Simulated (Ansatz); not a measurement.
CdMeI (CH3CdI), relaxed as a singlet with RKS PBE0-D4/def2-TZVP in Ansatz, starting from the GFN2-xTB geometry. Force threshold 0.02 eV/Å.

In the def2 sets Cd, I take a core potential; there is no spin–orbit coupling.

Start:

```xyz
6

Cd    0.225    1.069   -0.439
C    -0.166   -0.887    0.366
H     0.750   -1.350    0.726
H    -0.596   -1.534   -0.395
H    -0.866   -0.836    1.198
I     0.653    3.538   -1.455
```

(1) Estimate the energy that the relaxation releases and the steps that it takes.

(2) Does the start keep its bonding and symmetry?

(3) Predict the relaxed structure.

Answers

(1) 5.7 kJ/mol, in 4 steps; 39 s on 4 threads of Intel Xeon on a shared host. No frequencies were taken in this run, so the end may be a saddle point.

(2) By distances, no bond broke or formed. The bond that changes most is Cd1–I6, from 2.70 to 2.61 Å (atoms count from 1).

(3) 
```xyz
6

Cd    0.199    1.050   -0.431
C    -0.164   -0.870    0.358
H     0.772   -1.304    0.708
H    -0.590   -1.507   -0.417
H    -0.863   -0.795    1.190
I     0.646    3.426   -1.408
```
Bond lengths: 1 × C–Cd 2.11 Å; 1 × Cd–I 2.61 Å; 3 × C–H 1.09 Å.
